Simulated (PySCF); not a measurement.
H₆MgO₂Si₂. Atoms are numbered in the order given.

```xyz
11

Mg     0.0000     0.0000     0.0000
O      0.0000     0.0000     1.7922
Si     0.0000     0.0000     3.4298
H     -0.5185     1.2976     3.9733
H      1.3830    -0.1998     3.9733
H     -0.8645    -1.0978     3.9733
O      0.0000     0.0000    -1.7922
Si     0.0000     0.0000    -3.4298
H     -0.5185    -1.2976    -3.9733
H      1.3830     0.1998    -3.9733
H     -0.8645     1.0978    -3.9733
```

Geometry optimised at PBE0-D3(BJ)/def2-SVP. The structure was generated by enumeration; whether it is a known compound was not checked. The values are those of a single conformer.

All values below come from HF/def2-TZVP (PySCF).

Atomic charges (e):

```csv
atom,Löwdin,meta-Löwdin
Mg1,…,1.68
O2,…,-1.24
Si3,…,0.93
H4,…,-0.18
H5,…,-0.18
H6,…,-0.18
O7,…,-1.24
Si8,…,0.93
H9,…,-0.18
H10,…,-0.18
H11,…,-0.18
```

### Question
Complete the blanks. (Estimate from the structure and the level; the computed values follow.)

### Answer

- Mg1, Löwdin: 0.72
- O2, Löwdin: -0.32
- Si3, Löwdin: 0.18
- H4, Löwdin: -0.07
- H5, Löwdin: -0.07
- H6, Löwdin: -0.07
- O7, Löwdin: -0.32
- Si8, Löwdin: 0.18
- H9, Löwdin: -0.07
- H10, Löwdin: -0.07
- H11, Löwdin: -0.07
